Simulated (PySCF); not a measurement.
Screening by computed properties: pick the candidate that meets the target.

All species are isolated and taken at one optimised geometry, non-relativistic unless stated; the electronic structure was computed with PySCF and density fitting.

Dipoles, sizes and rotational constants follow the conformer. The torsions of the flexible species, by atom-mapped SMILES:
- `[CH3:1][N:2]([CH3:3])[Si@H:4]([NH2:5])/[C:6]([F:7])=[CH:8]/[SiH3:9]`: C1–N2–Si4–N5 161°, N2–Si4–C6–F7 -105°, H–N5–Si4–N2 -178°, H–N5–Si4–N2 -41°
- `[OH:1][c:2]1[cH:3][cH:4][cH:5][c:6]([SiH2:7][SiH2:8][SH:9])[cH:10]1`: C5–C6–Si7–Si8 51°, C6–Si7–Si8–S9 172°, H–O1–C2–C3 0°, H–S9–Si8–Si7 51°
- `[CH2:1]=[CH:2][CH2:3]/[C:4](=[N:5]\[CH3:6])[CH:7]([CH3:8])[CH3:9]`: C1–C2–C3–C4 -118°, C2–C3–C4–N5 94°, C3–C4–C7–C8 -91°
- `[CH3:1][NH:2][Si@H:3]([NH:4][SiH3:5])[C:6]1([F:7])[CH2:8][CH2:9]1`: C1–N2–Si3–N4 -61°, N2–Si3–N4–Si5 -170°, N2–Si3–C6–F7 -179°

Question: Wanted: HOMO–LUMO gap below 5.9 eV (PBE0/pcSseg-1) and smallest rotational constant below 0.6 GHz (GFN2-xTB), at GFN2-xTB geometries. Which candidate meets both?
A. `C=CC/C(=N\C)C(C)C`
B. `Oc1cccc([SiH2][SiH2]S)c1`
C. `CN(C)[Si@H](N)/C(F)=C/[SiH3]`
D. `O=c1c(F)cscc1Cl`

Answer: C. Computed values:
```
                     species  HOMO–LUMO gap  smallest rotational constant
             O=c1c(F)cscc1Cl        5.05 eV                     0.647 GHz
CN(C)[Si@H](N)/C(F)=C/[SiH3]        5.74 eV                     0.538 GHz
    Oc1cccc([SiH2][SiH2]S)c1        5.97 eV                     0.296 GHz
           C=CC/C(=N\C)C(C)C        6.43 eV                     0.899 GHz
```

Question: Wanted: dipole moment below 3.4 D (PBE0/pcSseg-1) and HOMO energy below -6.6 eV (PBE0/pcSseg-1), at GFN2-xTB geometries. Which candidate meets both?
A. `CN[Si@H](N[SiH3])C1(F)CC1`
B. `Oc1cccc([SiH2][SiH2]S)c1`
C. `O=c1c(F)cscc1Cl`
D. `CN(C)[Si@H](N)/C(F)=C/[SiH3]`

Answer: A. Computed values:
```
                     species  dipole moment  HOMO energy
CN(C)[Si@H](N)/C(F)=C/[SiH3]         2.19 D     -6.47 eV
   CN[Si@H](N[SiH3])C1(F)CC1         3.02 D     -7.03 eV
    Oc1cccc([SiH2][SiH2]S)c1         3.70 D     -6.81 eV
             O=c1c(F)cscc1Cl         5.17 D     -7.28 eV
```
